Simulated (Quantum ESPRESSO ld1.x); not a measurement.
Results of a calculation; reference values are marked as such.
All-electron atom: Ar3+ in [Ne] 3s2 3p2.5 3d0.5 (fractional occupations, a model configuration). Code: ld1.x of Quantum ESPRESSO 7.5. Model: non-relativistic Kohn-Sham, LDA (Slater exchange, VWN5 correlation), spin-polarised, spherical densities, point nucleus; open shells are filled with parallel spins first.

Normalised radial functions P(r) = r R(r), r in bohr:

| r | 3p up |
|---|---|
| 0.008343 | 0.0042 |
| 0.01069 | 0.0068 |
| 0.01359 | 0.0107 |
| 0.01742 | 0.0170 |
| 0.02214 | 0.0263 |
| 0.02837 | 0.0409 |
| 0.03607 | 0.0618 |
| 0.04622 | 0.0929 |
| 0.05876 | 0.1346 |
| 0.07529 | 0.1916 |
| 0.09572 | 0.2599 |
| 0.1227 | 0.3390 |
| 0.1559 | 0.4120 |
| 0.1998 | 0.4621 |
| 0.254 | 0.4574 |
| 0.3255 | 0.3662 |
| 0.4138 | 0.1754 |
| 0.5303 | -0.1189 |
| 0.6741 | -0.4501 |
| 0.8638 | -0.7523 |
| 1.098 | -0.9108 |
| 1.407 | -0.8751 |
| 1.789 | -0.6728 |
| 2.292 | -0.3966 |
| 2.914 | -0.1772 |
| 3.735 | -0.0532 |
| 4.748 | -0.0106 |
| 6.084 | -0.0011 |

3p up: eigenvalue -52.027 eV, 1 radial node at r = 0.483 bohr, <r> = 1.38 bohr, 90 % of the charge inside 2.09 bohr.
